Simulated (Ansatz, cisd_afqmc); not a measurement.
System: GeSe, charge 0, singlet. GeSe (SMILES [Ge]=[Se]).
B3LYP-D3(BJ)/def2-TZVP minimum from Ansatz (a quantum-chemistry and plane-wave program):
```
Ge
Se 1 2.1569
```

Total energies in cc-pVTZ, 10 correlated electrons, 28 frozen orbitals. Radicals and triplets start from unrestricted determinants; spin-orbit coupling is neglected. Correlated methods leave the cores frozen (noble-gas shells, and filled d and f shells in the p block). No relativity. The Monte Carlo rows (phaseless AFQMC, CISD trial, step 0.005/hartree) carry one-sigma bars that omit the constraint's bias. Outlying blocks are dropped, and bars are widened where a walk drifts. Over all cases where full CI ran beside it in this data, AFQMC minus full CI had a median of +0.1 mEh and passed +0.4 mEh in a tenth of the cases. The T1 diagnostic of GeSe ([Ge]=[Se], singlet) reaches 0.030 in the sets run.

| method | program | energy (Eh) | minus CCSDT(Q) (mEh) |
|---|---|---|---|
| HF | Ansatz | -4475.33488 | 269.13 |
| MP2 | Ansatz | -4475.56736 | 36.64 |
| CCSD | Ansatz | -4475.58555 | 18.45 |
| CCSD(T) | Ansatz | -4475.60170 | 2.31 |
| CCSDT(Q) | Ansatz | -4475.60401 | 0.00 |
| AFQMC/CISD | cisd_afqmc | -4475.6029 ± 0.0004 | 1.2 ± 0.4 |

Rough core times of Ansatz's runs on a shared machine: CCSD(T) under 20 s, CCSDT(Q) 40 s.
